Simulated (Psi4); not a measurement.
C₄H₈O₂, charge +1, doublet, geometry from GFN2-xTB (a state made from the parent by changing its charge; the spin is typed, not shown lowest); MP2/6-31G run with Psi4 1.11.

Here is a job for Psi4.
```
memory 2 GB

molecule mol {
1 2
  C     1.248381    0.566331    0.054906
  C     0.951091   -0.880577    0.449678
  O    -0.158291   -1.417232   -0.192638
  C    -1.105630   -0.503052   -0.637749
  C    -1.093843    0.817298    0.133165
  O     0.158291    1.417232    0.192638
  H     2.077646    0.996447    0.627594
  H     1.557194    0.557127   -1.010086
  H     1.797798   -1.550144    0.261476
  H     0.764933   -0.888897    1.542808
  H    -0.893584   -0.262962   -1.699375
  H    -2.082467   -0.998583   -0.607913
  H    -1.792978    1.552281   -0.281158
  H    -1.428542    0.594732    1.166653
}

set basis 6-31g
set reference uhf
set freeze_core true

energy('mp2')
print_variables()
```

The log (banner, timings and long lists left out):

```
    SCF Algorithm Type (re)set to DF.

   => Loading Basis Set <=

    Name: 6-31G
    Role: ORBITAL
    Keyword: BASIS

         ---------------------------------------------------------
                                   SCF
               by Justin Turney, Rob Parrish, Andy Simmonett
                          and Daniel G. A. Smith
                              UHF Reference
         ---------------------------------------------------------

  ==> Geometry <==

    Molecular point group: c1
    Full point group: C1

    Geometry (in Angstrom), charge = 1, multiplicity = 2:

       Center              X                  Y                   Z               Mass
    ------------   -----------------  -----------------  -----------------  -----------------
         C            1.248381136282     0.566330988554     0.054906011446    12.000000000000
         C            0.951091136282    -0.880577011446     0.449678011446    12.000000000000
         O           -0.158290863718    -1.417232011446    -0.192637988554    15.994914619570
         C           -1.105629863718    -0.503052011446    -0.637748988554    12.000000000000
         C           -1.093842863718     0.817297988554     0.133165011446    12.000000000000
         O            0.158291136282     1.417231988554     0.192638011446    15.994914619570
         H            2.077646136282     0.996446988554     0.627594011446     1.007825032230
         H            1.557194136282     0.557126988554    -1.010085988554     1.007825032230
         H            1.797798136282    -1.550144011446     0.261476011446     1.007825032230
         H            0.764933136282    -0.888897011446     1.542808011446     1.007825032230
         H           -0.893583863718    -0.262962011446    -1.699374988554     1.007825032230
         H           -2.082466863718    -0.998583011446    -0.607912988554     1.007825032230
         H           -1.792977863718     1.552280988554    -0.281157988554     1.007825032230
         H           -1.428541863718     0.594731988554     1.166653011446     1.007825032230

  Running in c1 symmetry.

  Rotational constants: A =      0.17439  B =      0.15276  C =      0.09241 [cm^-1]
  Rotational constants: A =   5228.13961  B =   4579.65561  C =   2770.41505 [MHz]
  Nuclear repulsion =  265.661896243037745

  Charge       = 1
  Multiplicity = 2
  Electrons    = 47
  Nalpha       = 24
  Nbeta        = 23

  ==> Algorithm <==

  SCF Algorithm Type is DF.
  DIIS enabled.
  MOM disabled.
  Fractional occupation disabled.
  Guess Type is SAD.
  Energy threshold   = 1.00e-08
  Density threshold  = 1.00e-08
  Integral threshold = 1.00e-12

  ==> Primary Basis <==

  Basis Set: 6-31G
    Blend: 6-31G
    Number of shells: 46
    Number of basis functions: 70
    Number of Cartesian functions: 70
    Spherical Harmonics?: false
    Max angular momentum: 1

   => Loading Basis Set <=

    Name: (6-31G AUX)
    Role: JKFIT
    Keyword: DF_BASIS_SCF

  ==> Integral Setup <==

  SCF_SUBTYPE=INCORE selected. In-core MEM_DF algorithm will be used.
  Using in-core AOs.

  ==> MemDFJK: Density-Fitted J/K Matrices <==

    J tasked:                   Yes
    K tasked:                   Yes
    wK tasked:                   No
    Algorithm:                 Core
    Schwarz Cutoff:           1E-12
    Mask sparsity (%):       0.3673
    Fitting Condition:        1E-10

   => Auxiliary Basis Set <=

  Basis Set: (6-31G AUX)
    Blend: CC-PVDZ-JKFIT
    Number of shells: 216
    Number of basis functions: 686
    Number of Cartesian functions: 686
    Spherical Harmonics?: false
    Max angular momentum: 3

  Minimum eigenvalue in the overlap matrix is 4.6447740693E-03.
  Reciprocal condition number of the overlap matrix is 8.3468084896E-04.
    Using symmetric orthogonalization.

  ==> Pre-Iterations <==

  SCF Guess: Superposition of Atomic Densities via on-the-fly atomic UHF (no occupation information).

   -------------------------
    Irrep   Nso     Nmo
   -------------------------
     A         70      70
   -------------------------
    Total      70      70
   -------------------------

  ==> Iterations <==

                           Total Energy        Delta E     RMS |[F,P]|

   @DF-UHF iter SAD:  -305.22207081611117   -3.05222e+02   0.00000e+00
   @DF-UHF iter   1:  -305.22036734349916    1.70347e-03   4.74621e-03 ADIIS/DIIS
   @DF-UHF iter   2:  -305.29368538560738   -7.33180e-02   2.24535e-03 ADIIS/DIIS
   @DF-UHF iter   3:  -305.30458642888772   -1.09010e-02   8.53037e-04 ADIIS/DIIS
   @DF-UHF iter   4:  -305.30784756977226   -3.26114e-03   3.11868e-04 ADIIS/DIIS
   @DF-UHF iter   5:  -305.30874767161299   -9.00102e-04   1.76572e-04 ADIIS/DIIS
   @DF-UHF iter   6:  -305.30919603016116   -4.48359e-04   7.41303e-05 DIIS
   @DF-UHF iter   7:  -305.30928273660800   -8.67064e-05   2.32561e-05 DIIS
   @DF-UHF iter   8:  -305.30929025278510   -7.51618e-06   6.83054e-06 DIIS
   @DF-UHF iter   9:  -305.30929087005404   -6.17269e-07   1.54277e-06 DIIS
   @DF-UHF iter  10:  -305.30929089432914   -2.42751e-08   3.44649e-07 DIIS
   @DF-UHF iter  11:  -305.30929089559515   -1.26602e-09   1.55949e-07 DIIS
   @DF-UHF iter  12:  -305.30929089591604   -3.20881e-10   9.94821e-08 DIIS
   @DF-UHF iter  13:  -305.30929089620469   -2.88651e-10   1.73471e-07 DIIS
   @DF-UHF iter  14:  -305.30929089601824    1.86446e-10   1.53433e-07 DIIS
   @DF-UHF iter  15:  -305.30929089574414    2.74099e-10   5.73915e-08 DIIS
   @DF-UHF iter  16:  -305.30929089571714    2.70006e-11   1.19421e-08 DIIS
   @DF-UHF iter  17:  -305.30929089571850   -1.36424e-12   3.58555e-09 DIIS
  Energy and wave function converged.

  ==> Post-Iterations <==

   @Spin Contamination Metric:   2.198450456E-02
   @S^2 Expected:                7.500000000E-01
   @S^2 Observed:                7.719845046E-01
   @S   Expected:                5.000000000E-01
   @S   Observed:                5.000000000E-01

    Orbital Energies [Eh]
    ---------------------

    Alpha Occupied:

[...]
    Alpha Virtual:

[...]
      70A      2.242970

    Beta Occupied:

[...]
    Beta Virtual:

[...]
    Final Occupation by Irrep:
              A
    DOCC [    23 ]
    SOCC [     1 ]
    NA   [    24 ]
    NB   [    23 ]

  @DF-UHF Final Energy:  -305.30929089571850

   => Energetics <=

    Nuclear Repulsion Energy =            265.6618962430377451
    One-Electron Energy =                -931.7320634031493682
    Two-Electron Energy =                 360.7608762643931186
    Total Energy =                       -305.3092908957185045

  UHF NO Occupations:
  HONO-2 :   22  A 1.9983472
  HONO-1 :   23  A 1.9934668
  HONO-0 :   24  A 1.0000000
  LUNO+0 :   25  A 0.0065332
  LUNO+1 :   26  A 0.0016528
  LUNO+2 :   27  A 0.0006142
  LUNO+3 :   28  A 0.0004346

Computation Completed

Properties will be evaluated at   0.000000,   0.000000,   0.000000 [a0]

Properties computed using the SCF density matrix

 Multipole Moments:

 ------------------------------------------------------------------------------------
     Multipole            Electronic (a.u.)      Nuclear  (a.u.)        Total (a.u.)
 ------------------------------------------------------------------------------------

 L = 1.  Multiply by 2.5417464519 to convert [e a0] to [Debye]
 Dipole X            :          0.0000005            0.0000010            0.0000015
 Dipole Y            :         -0.0000009            0.0000009           -0.0000000
 Dipole Z            :          0.0000009           -0.0000009            0.0000000
 Magnitude           :                                                    0.0000015

 ------------------------------------------------------------------------------------

  //>>>>>>>>>>>>>>>>>>>>>>>>>>>>>>>>>>>//
  //               DFMP2               //
  //<<<<<<<<<<<<<<<<<<<<<<<<<<<<<<<<<<<//

   => Loading Basis Set <=

    Name: (6-31G AUX)
    Role: RIFIT
    Keyword: DF_BASIS_MP2

	 --------------------------------------------------------
	                          DF-MP2
	      2nd-Order Density-Fitted Moller-Plesset Theory

	        Rob Parrish, Justin Turney, Andy Simmonett,
	           Ed Hohenstein, and C. David Sherrill
	 --------------------------------------------------------

	 --------------------------------------------------------
	                 NBF =    70, NAUX =   448
	 --------------------------------------------------------
	   CLASS    FOCC     OCC    AOCC    AVIR     VIR    FVIR
	   ALPHA       6      24      18      46      46       0
	    BETA       6      23      17      47      47       0
	 --------------------------------------------------------

	-----------------------------------------------------------
	 ==================> DF-MP2 Energies <====================
	-----------------------------------------------------------
	 Reference Energy          =    -305.3092908957185045 [Eh]
	 Singles Energy            =      -0.0000000000000000 [Eh]
	 Same-Spin Energy          =      -0.1561490627417369 [Eh]
	 Opposite-Spin Energy      =      -0.4651075879608171 [Eh]
	 Correlation Energy        =      -0.6212566507025540 [Eh]
	 Total Energy              =    -305.9305475464210531 [Eh]
	-----------------------------------------------------------
	 ================> DF-SCS-MP2 Energies <==================
	-----------------------------------------------------------
	 SCS Same-Spin Scale       =       0.3333333333333333 [-]
	 SCS Opposite-Spin Scale   =       1.2000000000000000 [-]
	 SCS Same-Spin Energy      =      -0.0520496875805790 [Eh]
	 SCS Opposite-Spin Energy  =      -0.5581291055529805 [Eh]
	 SCS Correlation Energy    =      -0.6101787931335594 [Eh]
	 SCS Total Energy          =    -305.9194696888520753 [Eh]
	-----------------------------------------------------------

  Variable Map:
  ----------------------------------------------------------------------------
[...]
  Array Variable Map:
  ----------------------------------------------------------------------------
[...]
[...]
```
